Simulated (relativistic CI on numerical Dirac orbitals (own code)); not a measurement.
Ligand-field terms of d4

Computed with a parametric ligand-field model of a d^n configuration (Racah B and C, spin-orbit zeta, crystal field), exact diagonalisation.

Field parameters in Wybourne normalisation: Oh B⁴₀ = 21Dq, B⁴₄ = √(5/14) B⁴₀; Td as Oh with Dq negative (B⁴₀ = 21Dq, B⁴₄ = √(5/14) B⁴₀). The field is a parameter set, without covalency.

Problem. A d4 ion in Oh symmetry has the ground term 3T1 and bands at 5E 5889 cm⁻¹ (1698 nm), 1T2 9196 cm⁻¹ (1087 nm), 1E 10306 cm⁻¹ (970 nm), 3E 22431 cm⁻¹ (446 nm), 3T1 23227 cm⁻¹ (431 nm), 3T2 24077 cm⁻¹ (415 nm), 3A1 25459 cm⁻¹ (393 nm). Which parameters reproduce them?

Solution. B = 770, C = 3160, ζ = 0 cm⁻¹, Oh, 10Dq = 25250 cm⁻¹.

Problem. Ground term and bands for B = 370, C = 1820, ζ = 0 cm⁻¹, Td, 10Dq = -7150 cm⁻¹?

Solution. Ground term 5T2 with 2.00 electrons in the two orbitals of the cubic e set. Spin-allowed: 5E 7150 cm⁻¹ (1399 nm). Lowest spin-forbidden: 1A1 806 cm⁻¹, 3T1 3017 cm⁻¹ (3315 nm), 3T2 5015 cm⁻¹ (1994 nm).

Problem. A d4 ion in Oh symmetry has the ground term 3T1 and bands at 1T2 8864 cm⁻¹ (1128 nm), 1E 9711 cm⁻¹ (1030 nm), 5E 17662 cm⁻¹ (566 nm), 3E 33067 cm⁻¹ (302 nm), 3T1 33817 cm⁻¹ (296 nm), 3T2 34630 cm⁻¹ (289 nm), 3A1 35702 cm⁻¹ (280 nm). Which parameters reproduce them?

Solution. B = 680, C = 2980, ζ = 0 cm⁻¹, Oh, 10Dq = 35950 cm⁻¹.

Problem. Ground term and bands for B = 990, C = 4650, ζ = 0 cm⁻¹, Oh, 10Dq = 18550 cm⁻¹?

Solution. Ground term 5E with 1.00 electrons in the two orbitals of the cubic e set. Spin-allowed: 5T2 18550 cm⁻¹ (539 nm). Lowest spin-forbidden: 3T1 8471 cm⁻¹ (1180 nm), 1T2 20962 cm⁻¹ (477 nm), 1E 22188 cm⁻¹ (451 nm).

Problem. Ground term and bands for B = 670, C = 3240, ζ = 0 cm⁻¹, Oh, 10Dq = 6600 cm⁻¹?

Solution. Ground term 5E with 1.00 electrons in the two orbitals of the cubic e set. Spin-allowed: 5T2 6600 cm⁻¹ (1515 nm). Lowest spin-forbidden: 3T1 11535 cm⁻¹ (867 nm), 3E 16177 cm⁻¹ (618 nm), 3T1 17184 cm⁻¹ (582 nm).
